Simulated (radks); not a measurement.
The numbers below are computed, except where a source is named.
Coulomb parameter of the 3d shell of the cobalt ion Co2+ in the model configuration [Ar] 3d5.5 4s1.5, as a second difference U = [E(n + 0.5) + E(n - 0.5) - 2 E(n)] / (0.5)^2 with all orbitals relaxed. "Bare": the charge of the atom changes with n. "Screened": the 4s shell takes up the change at fixed total charge, which measures U(3d,3d) + U(4s,4s) - 2 U(3d,4s). Level of theory: scalar-relativistic Kohn-Sham, PBE, spin-unpolarised, spherical densities, finite nucleus; Fermi nuclear charge, rms radius 3.7875 fm (a radial shooting solver on a logarithmic mesh with Libxc functionals).

case              configuration  E - E(n) (eV)
start          [Ar] 3d5.5 4s1.5          0.000
bare +0.5        [Ar] 3d6 4s1.5        -16.200
bare -0.5        [Ar] 3d5 4s1.5         20.871
screened +0.5      [Ar] 3d6 4s1         -5.736
screened -0.5      [Ar] 3d5 4s2          6.976

U(bare) = 18.682 eV, U(screened by 4s) = 4.960 eV, against the Slater integral F0(3d,3d) = 27.031 eV with frozen orbitals.
